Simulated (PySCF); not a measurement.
B(OH)(OMe)(NH2) (CH6BNO2), SMILES COB(N)O.

The structure is a stationary point at PBE0-D3(BJ)/def2-SVP. The values are those of a single conformer.

Two levels are set side by side: TDDFT-PBE/def2-SVPD (PySCF) and TDDFT-PBE0/def2-SVPD (PySCF). Vertical, same geometry. The lowest singlet is HOMO→LUMO 100 % with PBE and HOMO→LUMO 95 % with the other functional; states are paired by order. Differences are taken from unrounded values.

| quantity | TDDFT-PBE0 | TDDFT-PBE | TDDFT-PBE minus TDDFT-PBE0 |
|---|---|---|---|
| lowest singlet excitation (eV) | 6.49 | 5.67 | -0.82 |
| lowest triplet excitation (TDA) (eV) | 6.24 | 5.50 | -0.74 |

A lower first singlet is the usual sign of a functional without exact exchange. Differences between two approximate levels are no errors against the true value.

Rough cost on one machine, each run with all the roots and properties that it gave: TDDFT-PBE0 against TDDFT-PBE about 3 times.
